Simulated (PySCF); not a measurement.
Compound: SnCl4.
Bonds: Sn1–Cl2, Sn1–Cl3, Sn1–Cl4, Sn1–Cl5.

Computed by this run: PySCF 2.14.0, PBE0-D3(BJ)/def2-SVP geometry optimisation, gas phase, def2 core potentials past Kr; density fitting, grid level 1; the optimiser is geomeTRIC in internal coordinates, started from a GFN2-xTB structure with every atom displaced at random (about 0.03 Å).

Step 0: E = -55894.8530 eV
```
atom  x, y, z in Å  |  force x, y, z in eV/Å
Sn1     0.0599   -0.0758    0.0114   -2.138   0.754   0.056
Cl2    -0.0061   -0.0315    2.3110    0.051  -0.070   0.234
Cl3     2.1208    0.0032   -0.8080    1.736  -0.088  -0.549
Cl4    -1.0003    1.9017   -0.7638    0.265  -0.613   0.230
Cl5    -1.0995   -1.9081   -0.8127    0.086   0.017   0.030
```

**Question.** Estimate the geometry and energy of step 1. (The exact step hangs on the optimiser's Hessian estimate; all steps are aligned on step 0, rigid shifts and turns removed.)

**Answer.** E = -55894.9737 eV, largest force 0.207 eV/Å
```
atom  x, y, z in Å  |  force x, y, z in eV/Å
Sn1     0.0256   -0.0433    0.0010    0.054   0.105  -0.056
Cl2    -0.0129   -0.0354    2.3179    0.059  -0.044  -0.027
Cl3     2.1970   -0.0159   -0.8227   -0.139  -0.070   0.137
Cl4    -1.0268    1.8763   -0.7514   -0.025   0.040  -0.036
Cl5    -1.1082   -1.8923   -0.8070    0.051  -0.031  -0.017
```

The energy changes by -0.1206 eV. The first-order estimate −F·Δx gives -0.2520 eV and the mean of the old and new forces, exact on a quadratic surface, -0.1203 eV. The step makes an angle of 36° with the force vector and moves no atom by more than 0.080 Å.

What follows is the cost of the whole optimisation. The run took 42 s on one thread, Arm Neoverse V2 (aarch64), no GPU, shared host, and the process peaked at 0.40 GiB of memory.
